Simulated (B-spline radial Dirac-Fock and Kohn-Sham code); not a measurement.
**Compton profile of Pd²¹⁺**

System: Pd²¹⁺, configuration [Ar] 3d7.

Calculated with a radial finite-basis atomic code, using the impulse approximation on Dirac-Fock densities. pz is in atomic units of momentum; subshell profiles are per electron, for a selection of subshells; open shells are spread over both j values by their weights.

```
 pz    J total   J 1s1/2   J 2p1/2   J 3p3/2   J 3d5/2
  0      1.596    0.0179    0.0321    0.0887    0.0596
0.4      1.591    0.0179    0.0321    0.0887    0.0596
0.5      1.589    0.0179    0.0321    0.0887    0.0596
0.6      1.585    0.0179    0.0321    0.0886    0.0596
0.8      1.577    0.0179    0.0321    0.0886    0.0596
  1      1.565    0.0179    0.0321    0.0884    0.0596
1.2      1.552    0.0179    0.0321    0.0882    0.0596
1.4      1.536    0.0179    0.0321    0.0878    0.0596
1.6      1.517    0.0178    0.0321    0.0873    0.0596
1.8      1.497    0.0178    0.0321    0.0865    0.0596
  2      1.474    0.0178    0.0321    0.0855    0.0595
2.5      1.407    0.0178    0.0321    0.0818    0.0592
  3      1.330    0.0177    0.0320    0.0763    0.0586
  4      1.151    0.0175    0.0317    0.0610    0.0559
  5     0.9626    0.0173    0.0312    0.0433    0.0507
  7     0.6403    0.0167    0.0293    0.0163    0.0355
 10     0.3570    0.0156    0.0243   0.00385    0.0157
 15     0.1621    0.0133    0.0144   0.00299   0.00315
 20    0.08297    0.0108   0.00726   0.00183  0.000654
 30    0.02782   0.00640   0.00164  0.000391  4.21e-05
 40    0.01171   0.00354  0.000406  8.53e-05  4.48e-06
 60   0.002873   0.00107  4.05e-05  6.82e-06    < 1e-6
100  0.0003426  0.000142  1.75e-06    < 1e-6    < 1e-6
```

J(0) = 1.596. The 3p3/2 subshell gives the largest part, 22 %.

Mean momentum ⟨p⟩ by subshell (a.u.): 1s1/2 41.5, 2s1/2 14.6, 2p1/2 19.6, 2p3/2 18.8, 3s1/2 7.29, 3p1/2 8.68, 3p3/2 8.46, 3d3/2 10.1, 3d5/2 9.98.
